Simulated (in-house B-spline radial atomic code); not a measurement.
How numerical settings move a run on Mn, [Ar] 3d5 4s2. Computed with a B-spline radial code for spherical atoms: non-relativistic BHandHLYP, spherical fractional occupations, point nucleus.

Command:
```bash
python run_scf.py task.json out
```
Settings of the sound reference run:
```
Z                25
electrons        25
configuration    [Ar] 3d5 4s2
hamiltonian      nr
method           bhandhlyp
spin_polarised   False
knot_spacing     0.22
spline_order     8
gauss_points     12
box_radius       50
max_iterations   70
damping          0.5
damped_steps     3
diis_vectors     10
tolerance        1e-08
start            Thomas-Fermi
```

Cost of the run: 0.25 s on 1 thread of Arm Neoverse V1, with other jobs on the host.

It converges in 11 iterations to -1150.319078 hartree, with 4s at -6.41477 eV. The other runs change the listed settings, some to values that make no sense; their results aren't properties of the atom or ion. Radii are in bohr (the nuclear one in fm), a minus after a letter asks for a j subshell, and «unchanged» means within 1e-8 hartree. The run stops when the residual is below 10 × tolerance × max(1, Z/10), or a noise floor if that is larger, and the energy moves by less than 1e-8 × √|E| hartree; so very loose and very tight tolerances often act alike.

| changed settings | outcome |
| --- | --- |
| max_iterations = 12 | converged in 11 iterations, energy unchanged |
| first_knot = 0.12 | converged in 11 iterations, energy +1.50e-03 hartree from the reference, 4s level +4.4e-06 eV |
| spline_order = 3 | converged in 11 iterations, energy +2.55e-02 hartree from the reference, 4s level +2.5e-03 eV |
| first_knot = 0.04 | converged in 11 iterations, energy -2.66e-07 hartree from the reference, 4s level -3.0e-07 eV |
| hamiltonian = dirac, method = hf, nucleus = fermi, rms_radius = 3.7057, mass_number = 55, atomic_mass = 54.93804, speed_of_light = 18.76023 | stopped with error: Z/c is past the critical charge |
| max_iterations = 60, damped_steps = 30, diis_vectors = 4, tolerance = 0.01, start = bare nucleus | converged in 17 iterations, energy +1.10e-07 hartree from the reference, 4s level +9.5e-04 eV |
| electrons = 33, configuration = [Ar] 3d5 4s2 6s2 6p6, max_iterations = 50 | converged in 16 iterations to -1149.3641 hartree, a different physical problem (warning: 4s has a positive eigenvalue: unbound, held by the box) |
| spline_order = 7 | converged in 11 iterations, energy -1.44e-07 hartree from the reference |
| box_radius = 15, max_iterations = 60, damping = 0.95 | converged in 14 iterations, energy +8.62e-07 hartree from the reference, 4s level +1.0e-04 eV (the program warns: 4s reaches the box edge) |
| spline_order = 10 | converged in 11 iterations, energy -1.61e-07 hartree from the reference |
| max_iterations = 8 | not converged after 8 iterations, last residual 6.3e-04, last energy +1.59e-05 hartree from the reference |
| electrons = 28, configuration = [Ar] 3d5 4s2 5s3, max_iterations = 50 | stopped with error: shell 5s holds at most 2 electrons |
| spline_order = 3, box_radius = 2, max_iterations = 12, diis_vectors = 4 | converged in 8 iterations, energy +9.29e+00 hartree from the reference, 4s level +1.0e+02 eV (the program warns: 4s has a positive eigenvalue: unbound, held by the box; 3d has a positive eigenvalue: unbound, held by the box) |
| first_knot = 4e-05 | converged in 10 iterations, energy -6.49e-08 hartree from the reference, 4s level +1.1e-05 eV |
| spline_order = 3, gauss_points = 3, first_knot = 0.12, max_iterations = 100, start = bare nucleus | converged in 11 iterations, energy +1.50e+02 hartree from the reference, 4s level +1.0e+00 eV |
| first_knot = 0.0004 | converged in 10 iterations, energy -2.30e-07 hartree from the reference, 4s level +1.1e-05 eV |

Task: What happens with spline_order = 6?

Result: Converged in 11 iterations, energy +3.70e-07 hartree from the reference.

Task: What happens with first_knot = 0.004?

Result: Converged in 11 iterations, energy -1.85e-08 hartree from the reference.

Task: What happens with max_iterations = 3?

Result: Not converged after 3 iterations, last residual 1.1e-01, last energy +4.93e-01 hartree from the reference.

Task: What happens with spline_order = 4?

Result: Converged in 11 iterations, energy +3.89e-04 hartree from the reference, 4s level +4.8e-05 eV.
